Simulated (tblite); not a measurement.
C₆H₈N (doublet state).
InChI=1S/C6H8N/c1-5-2-6(3-5)4-7/h6H,2-3H2,1H3

Computed with GFN2-xTB (tblite): harmonic, unscaled wavenumbers at the GFN2-xTB geometry, gas phase. This tight-binding method is rough: wavenumbers can miss measured ones by several per cent, in bad cases by 10 to 20. Open shells enter through the occupations alone, without spin polarisation, and single modes of such species can be off by tens of per cent.

Harmonic wavenumbers (cm⁻¹): 46.6, 82.9, 168.8, 173.8, 249.1, 302.4, 490.9, 539.1, 632.4, 809.5, 811.4, 913.5, 950.2, 965.3, 995.2, 1025.8, 1035.2, 1062.2, 1096.6, 1162.4, 1196.4, 1211.0, 1241.9, 1283.2, 1380.8, 1392.2, 1443.7, 1452.1, 1464.2, 1470.0, 2401.4, 2860.4, 2886.1, 2888.7, 2933.1, 2935.1, 2965.2, 3005.9, 3011.1.

A = 6465, B = 1586, C = 1554 MHz; mass 94.066 u (most abundant isotopes); point group Cs, symmetry number 1; spin multiplicity 2.

Question: Zero-point energy?

Answer: ½Σν̃ = 26468 cm⁻¹ = 75.67 kcal/mol.

Question: Entropy at 200 K, 1 bar (ideal gas, RRHO, classical rotation)?

Answer: Translation 37.58, rotation 26.21, vibration 13.26, spin (R ln 2) 1.38: S = 78.4 cal/(mol K).

Question: And Cp and H(200 K) − H(0)?

Answer: Cp = 21.29 cal/(mol K), of which vibrations give 13.34 (their classical limit is 39 R = 77.5); H(200 K) − H(0) = 3.00 kcal/mol without the zero-point energy, 1.41 from vibrations.

Question: How do the functions run with temperature in this model?

Answer: 
| T (K) | S (cal/(mol K)) | Cp (cal/(mol K)) | H − H(0) (kcal/mol) | G − H(0) (kcal/mol) | ln q(vib) |
| --- | --- | --- | --- | --- | --- |
| 100 | 65.9 | 15.5 | 1.16 | -5.43 | 1.30 |
| 300 | 88.4 | 28.4 | 5.47 | -21.03 | 4.87 |
| 500 | 106.4 | 42.9 | 12.66 | -40.54 | 8.34 |
| 800 | 130.0 | 57.4 | 27.89 | -76.10 | 13.53 |
| 1000 | 143.5 | 63.7 | 40.03 | -103.48 | 16.84 |

q(vib) and H(0) count from the zero-point level.

Question: Which modes carry the vibrational entropy at 200 K?

Answer: 46.6 cm⁻¹: 4.17; 82.9 cm⁻¹: 3.04; 168.8 cm⁻¹: 1.72; 173.8 cm⁻¹: 1.67; 249.1 cm⁻¹: 1.07; 302.4 cm⁻¹: 0.79 cal/(mol K); the other 33 give 0.79 together.

Question: What must be added to the electronic energy to get the Gibbs energy at 200 K and 1 bar?

Answer: ZPE + [H(200 K) − H(0)] − T·S = 75.67 + 3.00 − 15.69 = 62.98 kcal/mol.

Hindered rotation and anharmonicity are outside this model.

Hardware: Arm Neoverse V1, one thread (shared host). Cost: 0.37 s wall. The figure is for the frequency step alone.
